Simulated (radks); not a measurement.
Results of a calculation; reference values are marked as such.
How relativity changes the ionisation of the potassium ion K+ ([Ar]) to K2+ ([Ne] 3s2 3p5). Spin-unpolarised spherical Kohn-Sham, PBEsol, point nucleus unless stated (finite: rms radius 3.4349 fm), a radial shooting solver on a logarithmic mesh with Libxc functionals. A level marked "c x" has the speed of light scaled by that factor and shares open shells by 2j + 1; other Dirac levels either fill j = l - 1/2 first or share by 2j + 1.

level                               E(K+) (hartree)  E(K2+) (hartree)  IE (eV)   HOMO  <r> HOMO (bohr)
non-rel.                                 -598.75598        -597.58432   31.882     3p            1.427
scalar-rel.                              -601.12967        -599.95841   31.872     3p            1.426
scalar-rel., finite nucleus              -601.12880        -599.95754   31.872     3p            1.426
Dirac, 2j+1 shares                       -601.13285        -599.96156   31.872  3p3/2            1.429
Dirac, low j first                       -601.13285        -599.96522   31.773  3p3/2            1.429
Dirac, 2j+1 shares, finite nucleus       -601.13198        -599.96069   31.872  3p3/2            1.429
Dirac, c x 0.75                          -603.01296        -601.84194   31.865  3p3/2            1.431
Dirac, c x 0.85                          -602.05779        -600.88664   31.869  3p3/2            1.430
Dirac, c x 1.25                          -600.27201        -599.10059   31.876  3p3/2            1.429

NIST Atomic Spectra Database: 31.625 eV (measured). The relativistic part of the total energy of K+ is -2.376 hartree (Dirac, 2j+1 shares, finite nucleus), 0.4 % of the non-relativistic value. Spin polarisation and multiplet splitting of open shells are left out at every level.

Beside tabulated values, note that spin-unpolarised runs miss the spin-polarisation part of the exchange energy of open shells.
